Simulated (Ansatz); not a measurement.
Species: C₆H₁₁ (charge 0, doublet). It need not be the lowest isomer of its formula. SMILES: C1[C@H](C)CC[CH]1
Structure (B3LYP-D3(BJ)/def2-TZVP (Ansatz, a quantum-chemistry and plane-wave program) minimum search):
```xyz
17

C     -1.9900    -0.2878    -0.8283
C     -0.7446    -0.3299     0.0438
C     -0.2438     1.0480     0.5070
C      1.2103     0.8020     0.9496
C      1.6486    -0.3373     0.0881
C      0.4964    -0.9454    -0.6378
H     -2.2906    -1.2900    -1.1422
H     -1.8095     0.3041    -1.7297
H     -2.8325     0.1610    -0.2975
H     -0.9602    -0.9257     0.9382
H     -0.8666     1.4803     1.2915
H     -0.2585     1.7385    -0.3422
H      1.2460     0.5317     2.0163
H      1.8428     1.6898     0.8479
H      2.6714    -0.6758     0.0020
H      0.5053    -0.6717    -1.7059
H      0.4916    -2.0402    -0.6126
```
Charge 0, spin multiplicity 2.

Parts of the frozen-core correlation energy in cc-pVTZ (Ansatz, hartree). Frozen orbitals: 6; correlated occupied orbitals by spin: 18 and 17; virtual: 310 and 311. UHF or UKS for open shells. Spin-orbit coupling is left out. No relativistic terms.

| term | value |
|---|---|
| reference (HF) | -233.65352 |
| MP2 opposite-spin | [?] |
| MP2 same-spin | [?] |
| CCSD correlation | -1.06574 |
| (T) | [?] |
| T1 diagnostic | 0.010 |
| largest doubles amplitude | 0.014 |
| <S^2> of the reference | 0.765 |

### Question
Fill in the missing entries.

### Answer

- MP2 opposite-spin, value: -0.77481
- MP2 same-spin, value: -0.22947
- (T), value: -0.04387
